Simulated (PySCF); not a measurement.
Atomic charges by several schemes

Compound: C₄H₁₀As₂.
Cartesian coordinates in Å at the PBE0-D3(BJ)/def2-SVP level; atoms count from 1:
```
atom  x, y, z in Å
C1    -0.6943    2.2681   -0.4901
C2    -0.3575    0.9957   -0.7128
C3    -0.4516   -0.1164    0.2823
As4   -2.0790   -1.2000   -0.1794
C5     0.8184   -0.9501    0.3713
As6    2.4172    0.1669    0.7972
H7    -0.6093    3.0251   -1.2734
H8    -1.0693    2.5970    0.4844
H9     0.0156    0.7104   -1.7060
H10   -0.6908    0.3085    1.2723
H11   -1.6541   -2.4358    0.6148
H12   -1.4805   -1.7640   -1.4672
H13    1.0292   -1.4347   -0.5963
H14    0.7132   -1.7465    1.1202
H15    3.2347   -0.9976    1.3546
H16    1.9259    0.5559    2.1904
```

Density: PBE0/pcSseg-1 (PySCF); schemes: Mulliken, IAO, Hirshfeld and ESP-fitted. The structure is a single PBE0-D3(BJ)/def2-SVP conformer in the gas phase; no vibrational or solvent corrections. The calculation is non-relativistic, for arsenic too.

**Question.** Give the atomic charges in each scheme.

**Answer.** In e:

| atom | environment | Mulliken | IAO | Hirshfeld | ESP-fitted |
| --- | --- | --- | --- | --- | --- |
| C1 | terminal =CH2 carbon | -0.129 | -0.310 | -0.099 | -0.439 |
| C2 | alkene CH carbon | -0.175 | -0.141 | -0.051 | -0.125 |
| C3 | allylic carbon | -0.435 | -0.258 | -0.072 | +0.028 |
| As4 | arsenic bonded to C and 2 H | +0.079 | +0.218 | +0.132 | -0.178 |
| C5 | chain CH2 carbon | -0.289 | -0.417 | -0.123 | -0.225 |
| As6 | arsenic bonded to C and 2 H | +0.005 | +0.202 | +0.121 | -0.175 |
| H7 | vinylic hydrogen | +0.126 | +0.153 | +0.050 | +0.184 |
| H8 | vinylic hydrogen | +0.117 | +0.143 | +0.045 | +0.186 |
| H9 | vinylic hydrogen | +0.115 | +0.140 | +0.041 | +0.164 |
| H10 | methine hydrogen | +0.143 | +0.140 | +0.034 | +0.154 |
| H11 | hydrogen on As4 | +0.034 | -0.042 | -0.035 | +0.056 |
| H12 | hydrogen on As4 | +0.037 | -0.039 | -0.034 | +0.051 |
| H13 | methylene hydrogen | +0.143 | +0.141 | +0.032 | +0.131 |
| H14 | methylene hydrogen | +0.153 | +0.147 | +0.034 | +0.074 |
| H15 | hydrogen on As6 | +0.038 | -0.038 | -0.038 | +0.064 |
| H16 | hydrogen on As6 | +0.037 | -0.040 | -0.037 | +0.050 |

Mean size of the charges over all atoms: IAO 0.161 e, ESP-fitted 0.143 e, Mulliken 0.129 e, Hirshfeld 0.061 e. Each set sums to the total charge, 0, to within 0.001 e. The IAO scheme projects the occupied orbitals on a minimal set of polarised atomic orbitals and counts the electrons in each atom's part of it.

Lowest charge. The schemes don't all agree: Mulliken C3 (-0.435); IAO C5 (-0.417); Hirshfeld C5 (-0.123); ESP-fitted C1 (-0.439).

Highest charge. The schemes don't all agree: Mulliken H14 (+0.153); IAO As4 (+0.218); Hirshfeld As4 (+0.132); ESP-fitted H8 (+0.186).

**Question.** How closely do the schemes follow one another over all atoms?

**Answer.** Correlation coefficient and root-mean-square difference: IAO with Hirshfeld 0.94, 0.126 e; Mulliken with IAO 0.84, 0.102 e; Mulliken with Hirshfeld 0.67, 0.130 e; IAO with ESP-fitted 0.55, 0.173 e; Mulliken with ESP-fitted 0.53, 0.165 e; Hirshfeld with ESP-fitted 0.31, 0.165 e.

**Question.** How many electrons does the IAO scheme count on As4?

**Answer.** Z − q = 33 − (+0.218) = 32.782.

**Question.** Sum the charges by element.

**Answer.** 
```csv
element,atoms,Mulliken,IAO,Hirshfeld,ESP-fitted
C,4,-1.028,-1.126,-0.345,-0.761
As,2,+0.084,+0.421,+0.253,-0.353
H,10,+0.944,+0.705,+0.092,+1.113
```
